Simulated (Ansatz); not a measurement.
Born–Oppenheimer molecular dynamics of CH7FGe (10 atoms, charge 0, multiplicity 1). It starts at the highest image of a converged band. Of that band: Neighbouring images differ by up to 2.1 eV, so the band resolves the path poorly. A vibrational analysis at the climbing image gives one clearly imaginary mode, 1329i cm⁻¹, and a faint second one (37i cm⁻¹) that may be numerical noise or a soft torsion: probably a first-order saddle point.

Computed with Ansatz, RKS BHLYP/def2-SVP.

* ensemble: NVE (velocity Verlet)
* time step: 0.5 fs
* steps asked: 200
* starting velocities drawn for: 300 K
* seed: 5675

First frame:

```xyz
10
Properties=species:S:1:pos:R:3
Ge -0.183 -0.039 0.034
F -0.519 -0.119 2.086
H 1.274 -0.215 0.482
H -0.230 1.248 -0.798
C -0.813 -1.655 -0.832
H -0.937 -2.442 -0.085
H -1.766 -1.493 -1.337
H -0.068 -1.987 -1.559
H -1.864 0.438 0.629
H -1.450 0.224 1.507
```

Problem. How far do the bonds stretch over the last three quarters of this one trajectory? (Pairs bonded in most of those frames.)

Solution. 
```
  bond  mean (Å)  spread (Å)  shortest  longest
Ge1–H3     1.532       0.008      1.52     1.55
Ge1–H4     1.545       0.025      1.50     1.61
Ge1–C5     1.968       0.017      1.94     1.99
Ge1–H9     1.572       0.116      1.40     1.73
F2–H10     0.917       0.019      0.89     0.95
 C5–H6     1.095       0.018      1.06     1.13
 C5–H7     1.094       0.009      1.08     1.11
 C5–H8     1.098       0.029      1.05     1.15
```

Mean temperature of the second half: 1565 K. The conserved energy stayed within 0.19 meV per atom of its start (net change 0.002 meV per atom), so the integration is sound. The kinetic energy rose, since the run started high on the potential surface and went downhill. It ends in pieces (CH6Ge + FH), so much of that is their flight and rotation, not heat. A run of 0.1 ps of so small a system gives no equilibrium averages. The orbitals stay closed-shell, which can raise the energy where a bond breaks towards radicals; this wasn't checked here.

Run time: 3.9 min on 2 threads of Intel(R) Xeon(R) Platinum 8559C (Emerald Rapids), on a shared host, peak memory 0.21 GiB.
